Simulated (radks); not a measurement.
The rhodium ion Rh+, 44 electrons, occupied as [Kr] 4d8 (the NIST ground configuration). Method: Dirac Kohn-Sham, PBE, spin-unpolarised, spherical densities, finite nucleus; open shells are shared between the two j in proportion to 2j + 1; Fermi nuclear charge, rms radius 4.4945 fm; computed with a radial shooting solver on a logarithmic mesh with Libxc functionals.

X-ray form factor f0, the Fourier transform of the density (f0(0) = 44):

| sin(theta)/lambda (1/angstrom) | f0 (electrons) |
|---|---|
| 0.05 | 43.337 |
| 0.1 | 41.525 |
| 0.15 | 38.984 |
| 0.2 | 36.149 |
| 0.25 | 33.338 |
| 0.3 | 30.732 |
| 0.4 | 26.395 |
| 0.5 | 23.184 |
| 0.6 | 20.804 |
| 0.8 | 17.318 |
| 1 | 14.436 |
| 1.25 | 11.298 |
| 1.5 | 8.900 |
| 2 | 6.279 |
